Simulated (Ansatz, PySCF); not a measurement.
C₃HF₄, SMILES F/[C]=C/C(F)(F)F, multiplicity 2. Atoms are numbered in the order given.

```xyz
8

F      2.8600     0.3507    -0.0718
C      1.5718     0.4564     0.0199
C      0.6285    -0.4563    -0.1378
C     -0.8239    -0.1315     0.0121
F     -1.0273     1.1578     0.3146
F     -1.4965    -0.3992    -1.1216
F     -1.3860    -0.8752     0.9816
H      0.8813    -1.4945    -0.3863
```
Charge 0, spin multiplicity 2.

Geometry: B3LYP-D3(BJ)/def2-SVP. The isomer is the one that the SMILES or the coordinates give; other isomers of the formula were not compared.

Two levels are set side by side: PBE-D3(BJ)/def2-SVP (Ansatz, a first-principles code) and B3LYP-D3(BJ)/def2-SVP (Ansatz). Each level has its own optimised geometry; the coordinates shown are those of the second. Frequencies come from the Hessian of PySCF at each geometry. Differences are taken from unrounded values.

| quantity | B3LYP-D3(BJ) | PBE-D3(BJ) | PBE-D3(BJ) minus B3LYP-D3(BJ) |
|---|---|---|---|
| mean bond length (Å) | 1.320 | 1.328 | 0.008 |
| bond F1–C2 (Å) | 1.296 | 1.303 | 0.007 |
| bond C2–C3 (Å) | 1.322 | 1.331 | 0.009 |
| bond C3–C4 (Å) | 1.496 | 1.499 | 0.003 |
| bond C4–F5 (Å) | 1.340 | 1.350 | 0.010 |
| bond C4–F6 (Å) | 1.345 | 1.356 | 0.011 |
| bond C4–F7 (Å) | 1.345 | 1.356 | 0.011 |
| bond C3–H8 (Å) | 1.097 | 1.105 | 0.008 |
| highest harmonic wavenumber (cm⁻¹) | 3152 | 3082 | -70 |
| mean harmonic wavenumber (cm⁻¹) | 905 | 876 | -30 |
| zero-point energy (kcal/mol) | 23.29 | 22.53 | -0.76 |

GGA bonds tend to be longer and softer than those of functionals with exact exchange. Differences between two approximate levels are no errors against the true value.
